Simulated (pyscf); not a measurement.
This saddle point was located with ωB97X-D3(BJ)/def2-SVP in PySCF.

```xyz
9

In     1.8926    -0.0279     0.4183
O      2.5436     1.1107    -1.0612
H      1.8616     1.6922    -1.4229
O     -0.2195     0.0831     0.9639
Si    -1.8664    -0.0268     0.8365
H      0.8790    -0.8262     1.5759
H     -2.2861    -1.2805     0.1318
H     -2.5137    -0.0289     2.1840
H     -2.4157     1.1299     0.0602
```
Charge 0, spin multiplicity 1.

Surface: singlet, charge 0. Lowest wavenumbers (cm⁻¹): 1349i, 21, 45, 78, 146.

Question: What reaction is this the transition state of?

Answer: `[OH][In]` [singlet] + `[OH][SiH3]` ⇌ `[OH][InH][O][SiH3]`, an insertion read from left to right: H–O broken and In–O, H–In formed. At ωB97M-D3(BJ)/def2-TZVP it lies +47.3 kcal/mol from the left side and +43.6 kcal/mol from the right (each side as separated species at their lowest minima found). On the reactant side the descent ends in an adduct with a In–O, O–Si contact (not fully relaxed), 19.2 kcal/mol under the separated species and 64.0 kcal/mol under the saddle at ωB97X-D3(BJ)/def2-TZVP. What is counted as formed (In–O) is already present as a longer contact in the reactant adduct; forming that adduct is a step of its own. At ωB97X-D3(BJ) the barrier from the zero used here is 44.8 kcal/mol. This is the saddle that the search found; another between the same sides may lie lower. Elements past Kr carry the def2 core potentials, without spin-orbit coupling.
